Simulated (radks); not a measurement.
Species: In16+. Configuration: [Ar] 3d10 4s2 4p3 (the NIST ground configuration).

All-electron calculation, Dirac Kohn-Sham, PBE, spin-unpolarised, spherical densities, finite nucleus; open shells fill j = l - 1/2 first; Fermi nuclear charge, rms radius 4.6156 fm. Program: a radial shooting solver on a logarithmic mesh with Libxc functionals.

Energy parts (eV):
part                       energy
total                 -157444.355
kinetic                165598.024
electron-nucleus      -368501.327
Hartree                 49429.178
exchange-correlation    -3970.230

Orbitals (lengths in bohr, moments of r in powers of bohr; <r^-3> diverges for s and p1/2):
orbital	occ.	eigenvalue (eV)	<r^-3>	<r>
1s1/2	2	-28144.34	-	0.02971
2s1/2	2	-4557.439	-	0.1280
2p1/2	2	-4278.664	-	0.1084
2p3/2	4	-4067.499	4025	0.1136
3s1/2	2	-1176.444	-	0.3457
3p1/2	2	-1064.111	-	0.3361
3p3/2	4	-1025.208	755.6	0.3469
3d3/2	4	-827.7653	118.9	0.3170
3d5/2	6	-819.6891	111.3	0.3203
4s1/2	2	-462.1558	-	0.7615
4p1/2	2	-421.1619	-	0.7796
4p3/2	1	-411.6239	187.3	0.7970
4d3/2	0	-343.5829	27.02	0.8313
4d5/2	0	-341.7504	25.35	0.8363
5s1/2	0	-244.9908	-	1.374

The highest occupied level is 4p3/2 at -411.62 eV. The electron density at the nucleus is 1.75e+05 e/bohr^3. Summed over all electrons, <r^2> = 5.820 bohr^2, which gives a Langevin (diamagnetic) susceptibility term of -4.61 x 10^-6 cm^3/mol.
